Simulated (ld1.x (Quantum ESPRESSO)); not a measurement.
**Varying the PAW potential for promethium**

Base potential:

* Element: promethium
* Generator: ld1.x (Quantum ESPRESSO) 7.5
* Type: PAW
* Functional: PBEsol
* Relativity: scalar-relativistic
* Frozen core: [Kr] 4d10
* Valence charge: 15
* Reference configuration: 4f5 5s2 5p6 5d0 6s1.5 6p0.5
* Partial waves: 5s (bound): rcut 1.85, rcutus 1.90 bohr; 6s (bound): rcut 1.85, rcutus 1.90 bohr; 5p (bound): rcut 2.20, rcutus 2.55 bohr; 6p (bound): rcut 2.20, rcutus 2.55 bohr; 5d (bound, empty): rcut 2.85, rcutus 3.30 bohr; 5d channel at 2.6 Ry: rcut 2.85, rcutus 3.30 bohr; 4f (bound): rcut 0.90, rcutus 0.95 bohr; 4f channel at 3.8 Ry: rcut 0.90, rcutus 0.95 bohr
* Local potential: all-electron potential smoothed inside 1.75 bohr (lloc = -2)
* Core correction: a·sin(br)/r model core, default radius (core density twice the valence density)
* Augmentation charge: PSQ, inside the norm-conserving radii

Cutoffs, loose and tight: the cutoffs (Ry, on a coarse ladder) from which the occupation-weighted sum of valence levels, in a spherical-Bessel basis at the reference potential, stays within 10 and 1 mRy of its value at 400 Ry. They do not see the model core or the augmentation charge, which bear on the density cutoff. Test errors are all-electron minus pseudo excitation energies from the reference, over the configurations 4f5 5s2 5p6 5d0 6s2 6p0; 4f5 5s2 5p6 5d0 6s1 6p0; 4f5 5s2 5p6 5d0 6s0 6p0; 4f5 5s2 5p6 5d0 6s1 6p1; 4f5 5s2 5p6 5d0 6s1.5 6p0; 4f5 5s2 5p6 5d1 6s0 6p0; 4f4 5s2 5p6 5d0 6s2 6p0. A dash means not determined; rows that change the core or the reference have their own tests.

Cutoffs are not given where the Bessel-basis levels miss the radial ones by over 6 mRy, ghosts where they miss by over 20 mRy; a channel whose overlap is not positive is not tested.

The default core radius of the base comes out at 0.94 bohr.

```csv
change,outcome,"cutoff, loose","cutoff, tight",bound ghosts,largest test error (meV)
base,generated,200 Ry,over 300 Ry,none,+47
"wave 5d channel at 2.6 Ry: rcut 2.85, rcutus 3.30 bohr becomes 5d channel at 0.11 Ry: rcut 2.85, rcutus 3.30 bohr",generated,200 Ry,over 300 Ry,none,+47
core correction a·sin(br)/r model core inside 0.80 bohr,generated,200 Ry,over 300 Ry,none,+51
functional PBE,generated,200 Ry,over 300 Ry,none,+47
```

What comes out with this change to the base: local potential all-electron potential smoothed inside 3.62 bohr (lloc = -2)?

outcome: generated; cutoff, loose: 200 Ry; cutoff, tight: over 300 Ry; bound ghosts: none; largest test error (meV): -15.

What comes out with this change to the base: local potential all-electron potential smoothed inside 0.95 bohr (lloc = -1)?

outcome: generated, overlap not positive; bound ghosts: not determined (overlap not positive); largest test error (meV): +302. A file whose overlap is not positive is unfit for use, and its test errors describe a broken file.

What comes out with this change to the base: waves 5p (bound): rcut 2.20, rcutus 2.46 bohr; 6p (bound): rcut 2.20, rcutus 2.46 bohr?

outcome: generated; cutoff, loose: 200 Ry; cutoff, tight: over 300 Ry; bound ghosts: none; largest test error (meV): +17.
